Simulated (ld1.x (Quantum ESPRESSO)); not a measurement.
# PBEsol TM dataset for boron, scalar-relativistic all-electron reference.

* Element: B (Z = 5)
* Generator: ld1.x (Quantum ESPRESSO) 7.5
* Type: norm-conserving Troullier–Martins (Kleinman–Bylander form)
* Functional: PBEsol
* Relativity: scalar-relativistic
* Frozen core: [He]
* Valence charge: 3
* Reference configuration: 2s2 2p1
* Partial waves: 2s (bound): rc 1.20 bohr; 2p (bound): rc 3.85 bohr
* Local potential: the p channel
* Core correction: a·sin(br)/r model core, default radius (core density twice the valence density)

All-electron outer shells of the reference configuration (PBEsol, scalar-relativistic, ld1.x):

```csv
shell,level (eV),outermost node (bohr),outermost maximum (bohr)
1s,-179.55,–,0.21
2s,-9.36,0.46,1.52
2p,-3.56,–,1.59
```

Calculated quality:

* Cutoffs needed: 21 Ry and 55 Ry (the cutoffs (Ry, on a coarse ladder) from which the occupation-weighted sum of valence levels, in a spherical-Bessel basis at the reference potential, stays within 10 and 1 mRy of its value at 400 Ry)
* Ghost test: no extra level below or beside the all-electron valence levels (s, p, d, f tested) (spherical-Bessel basis up to 400 Ry, 20 bohr box)
* Largest excitation error: +552 meV (all-electron minus pseudo) for 2s1 2p0, out of 7 test configurations

Generation and tests took about 1.5 s on one core of a shared server CPU.
